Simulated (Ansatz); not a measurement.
CH$_{7}$BGeO, SMILES `BO[CH2][GeH3]`. Charge 0, multiplicity 1. The geometry is a stationary point of PBE0-D4/def2-TZVP. It is one conformer, not always the lowest.

```xyz
11

B     0.098   -0.073    2.108
O     0.685   -0.336    0.932
C     0.540    0.514   -0.195
Ge   -0.453   -0.417   -1.625
H    -0.569    0.920    2.242
H     0.275   -0.865    2.987
H     0.021    1.438    0.081
H     1.537    0.773   -0.556
H     0.292   -1.698   -2.025
H    -0.570    0.518   -2.841
H    -1.856   -0.773   -1.108
```

Q: What is the dipole moment at B3LYP/def2-TZVPP? (Estimate.)

A: Computed: 1.46 D, with components (0.05, 1.04, -1.02) D in this frame, pointing from negative to positive charge.

Q: And with PBE, r2SCAN, ωB97M-V? (Estimate.)

A: The calculation gave: PBE 1.48 D, r2SCAN 1.45 D, ωB97M-V 1.48 D.

Q: Give the Mulliken charges with B3LYP, ωB97M-V, r2SCAN in def2-TZVPP. (An estimate is asked.)

A: The calculation gave: 
```csv
atom,B3LYP,ωB97M-V,r2SCAN
B1,0.05,0.00,0.13
O2,-0.26,-0.27,-0.27
C3,-0.09,-0.18,-0.04
Ge4,0.12,0.08,0.12
H5,-0.01,0.03,-0.04
H6,0.02,0.05,-0.02
H7,0.09,0.11,0.07
H8,0.12,0.14,0.08
H9,0.00,0.02,-0.01
H10,-0.01,0.01,-0.02
H11,-0.01,0.02,-0.01
```

B3LYP here is the variant with VWN-RPA as its local correlation; programs differ in this.
